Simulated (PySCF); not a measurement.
C3H8ClOSi (doublet state).
Z-matrix (Å and degrees, GFN2-xTB geometry), rows numbered from 1:
```
C 
C   1  1.5210
O   2  1.3966  1  109.62
Si  3  1.6272  2  130.28  1   168.09
C   4  1.9054  3  100.99  2   179.39
Cl  5  1.7796  4  108.47  3   164.90
H   1  1.0870  2  110.02  3   -60.91
H   1  1.0869  2  109.96  3    58.67
H   1  1.0864  2  109.90  3   178.91
H   2  1.0966  1  110.27  3   120.96
H   2  1.0971  1  110.32  3  -120.01
H   4  1.4623  3  111.99  2   -59.72
H   5  1.0901  4  111.95  3    47.22
H   5  1.0870  4  113.92  3   -76.38
```

The hyperfine couplings belong to this conformer and change with its torsions.

As a line formula: `CCO[SiH]CCl` [radical].

Level of theory: UKS B3LYP, pcH-1 on C Cl H O Si, non-relativistic, mean-field spin-orbit, GIAO in PySCF. Isolated species at its GFN2-xTB geometry (one conformer only). Couplings are sensitive to structure, and on GFN2-xTB geometries they can be far from those on DFT ones, by a factor of two or more for some ions and for spin on atoms past the first row. No stability test was run, so a lower SCF solution isn't excluded.

(1) Give the principal g shifts and their parts.

(2) What effective moment and Curie constant follow for a powder?

(3) Average each term over the three axes. Which is largest in size?

(4) What are the electron Larmor frequencies g μB B/h along the three axes at 340 mT?

(5) In a frozen sample, at which fields do the three g values resonate at 9.5, 34, 94 and 263 GHz (hyperfine left aside), and which band first spreads them over more than twice a line width of 1.0 mT?

Results:

(1) 
```tsv
Δg (ppm)	1	2	3
relativistic mass correction	-157	-157	-157
gauge correction	35	55	79
orbital Zeeman/spin–orbit	-337	172	1452
total	-459	70	1374
```

So g = 2.00186, 2.00239, 2.00369 and g_iso = 2.00265; the tensor is rhombic: the two nearest values differ by 29 % of g3 − g1. 

(2) With the mean of g² = 4.0106 and S(S+1) = 0.75: μ_eff = √(⟨g²⟩S(S+1)) = 1.734 μB and χT = 0.12505·⟨g²⟩·S(S+1) = 0.376 cm³ K/mol (cgs; spin-Hamiltonian part alone).

(3) The orbital-Zeeman/spin–orbit term 429, the mass correction -157 and the gauge correction 56 ppm, for a total of 328 ppm. The orbital-Zeeman/spin–orbit term is the largest in size. The mass correction is the same along every axis, so the anisotropy comes from the other two: their spans along these axes are 44 (gauge) and 1789 ppm (orbital Zeeman/spin–orbit).

(4) 9.5263, 9.5288, 9.5350 GHz for g1, g2 and g3, a range of 8.7 MHz.

(5) 
```json
{"band": "X", "GHz": "9.5", "B(g3) mT": "338.75", "B(g2) mT": "338.97", "B(g1) mT": "339.06", "spread mT": "0.31"}
{"band": "Q", "GHz": "34.0", "B(g3) mT": "1212.37", "B(g2) mT": "1213.16", "B(g1) mT": "1213.48", "spread mT": "1.11"}
{"band": "W", "GHz": "94.0", "B(g3) mT": "3351.85", "B(g2) mT": "3354.04", "B(g1) mT": "3354.92", "spread mT": "3.07"}
{"band": "J", "GHz": "263.0", "B(g3) mT": "9378.06", "B(g2) mT": "9384.17", "B(g1) mT": "9386.65", "spread mT": "8.59"}
```

The spread grows in proportion to the frequency. W band is the first where it exceeds 2.0 mT.

Largest spin populations (Mulliken): Si4 (+0.83), O3 (+0.08) and H12 (+0.06). No atom but Si4 exceeds +0.15. The angles at Si4 add up to 326.3°, so it is pyramidal.

The HOMO–LUMO gaps are 5.73 eV among the α and 5.27 eV among the β orbitals.
